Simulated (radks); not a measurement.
The nuclear charge of the palladium ion Pd2+ is varied continuously with 44 electrons held in [Kr] 4d8. Calculated with a radial shooting solver on a logarithmic mesh with Libxc functionals: scalar-relativistic Kohn-Sham, BLYP, spin-polarised, spherical densities, point nucleus; open shells are filled with parallel spins first (spin-orbit coupling, left out, can overturn this in heavy ions). By the Hellmann-Feynman theorem dE/dZ = E(electron-nucleus)/Z, the electronic potential at the nucleus. The scalar-relativistic energy here is not variational (the density holds large components alone), so the two differ by a part that grows with Z.

[
 {"Z": "45.5", "E (hartree)": "-4913.92444", "E(electron-nucleus)/Z (hartree)": "-260.253", "HOMO": "4d", "e(HOMO) (eV)": "-19.284", "<r> HOMO (bohr)": "1.469"},
 {"Z": "45.6", "E (hartree)": "-4940.06024", "E(electron-nucleus)/Z (hartree)": "-261.033", "HOMO": "4d", "e(HOMO) (eV)": "-20.663", "<r> HOMO (bohr)": "1.451"},
 {"Z": "45.7", "E (hartree)": "-4966.27469", "E(electron-nucleus)/Z (hartree)": "-261.814", "HOMO": "4d", "e(HOMO) (eV)": "-22.071", "<r> HOMO (bohr)": "1.434"},
 {"Z": "45.8", "E (hartree)": "-4992.56779", "E(electron-nucleus)/Z (hartree)": "-262.595", "HOMO": "4d", "e(HOMO) (eV)": "-23.507", "<r> HOMO (bohr)": "1.418"},
 {"Z": "45.9", "E (hartree)": "-5018.93954", "E(electron-nucleus)/Z (hartree)": "-263.376", "HOMO": "4d", "e(HOMO) (eV)": "-24.970", "<r> HOMO (bohr)": "1.402"},
 {"Z": "46", "E (hartree)": "-5045.38994", "E(electron-nucleus)/Z (hartree)": "-264.156", "HOMO": "4d", "e(HOMO) (eV)": "-26.460", "<r> HOMO (bohr)": "1.387"},
 {"Z": "46.1", "E (hartree)": "-5071.91899", "E(electron-nucleus)/Z (hartree)": "-264.937", "HOMO": "4d", "e(HOMO) (eV)": "-27.976", "<r> HOMO (bohr)": "1.372"},
 {"Z": "46.2", "E (hartree)": "-5098.52670", "E(electron-nucleus)/Z (hartree)": "-265.718", "HOMO": "4d", "e(HOMO) (eV)": "-29.519", "<r> HOMO (bohr)": "1.357"},
 {"Z": "46.3", "E (hartree)": "-5125.21308", "E(electron-nucleus)/Z (hartree)": "-266.499", "HOMO": "4d", "e(HOMO) (eV)": "-31.088", "<r> HOMO (bohr)": "1.344"},
 {"Z": "46.4", "E (hartree)": "-5151.97813", "E(electron-nucleus)/Z (hartree)": "-267.280", "HOMO": "4d", "e(HOMO) (eV)": "-32.682", "<r> HOMO (bohr)": "1.330"},
 {"Z": "46.5", "E (hartree)": "-5178.82188", "E(electron-nucleus)/Z (hartree)": "-268.061", "HOMO": "4d", "e(HOMO) (eV)": "-34.302", "<r> HOMO (bohr)": "1.317"},
 {"Z": "46.6", "E (hartree)": "-5205.74432", "E(electron-nucleus)/Z (hartree)": "-268.842", "HOMO": "4d", "e(HOMO) (eV)": "-35.946", "<r> HOMO (bohr)": "1.305"},
 {"Z": "46.7", "E (hartree)": "-5232.74547", "E(electron-nucleus)/Z (hartree)": "-269.623", "HOMO": "4d", "e(HOMO) (eV)": "-37.615", "<r> HOMO (bohr)": "1.292"},
 {"Z": "46.8", "E (hartree)": "-5259.82535", "E(electron-nucleus)/Z (hartree)": "-270.404", "HOMO": "4d", "e(HOMO) (eV)": "-39.309", "<r> HOMO (bohr)": "1.280"},
 {"Z": "46.9", "E (hartree)": "-5286.98398", "E(electron-nucleus)/Z (hartree)": "-271.186", "HOMO": "4d", "e(HOMO) (eV)": "-41.026", "<r> HOMO (bohr)": "1.269"},
 {"Z": "47", "E (hartree)": "-5314.22135", "E(electron-nucleus)/Z (hartree)": "-271.967", "HOMO": "4d", "e(HOMO) (eV)": "-42.767", "<r> HOMO (bohr)": "1.257"}
]

The central difference of E at Z = 46 is -264.897 hartree, to compare with the third column; the second derivative is -7.87 hartree.
